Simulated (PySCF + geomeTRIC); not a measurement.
Species: H₄S₃Si, SMILES `S[SiH](S)S` (charge 0, multiplicity 1).

Q: Give a relaxed geometry from PySCF + geomeTRIC with PBE0-D3(BJ)/def2-TZVP.

A: This is not unique; one that fits is the end point of this relaxation, one of several conformers (outside a Z-matrix the atoms follow the SMILES, hydrogens last).
Bond lengths (Å): S1–Si2 2.127, S1–H5 1.346, Si2–S3 2.127, Si2–S4 2.127, Si2–H6 1.483, S3–H7 1.346, S4–H8 1.346. Bond angles (°): Si2–S1–H5 93.8, S1–Si2–S3 108.3, S1–Si2–S4 108.4, S1–Si2–H6 110.6, S3–Si2–S4 108.3, S3–Si2–H6 110.6, S4–Si2–H6 110.6, Si2–S3–H7 93.9, Si2–S4–H8 93.9.
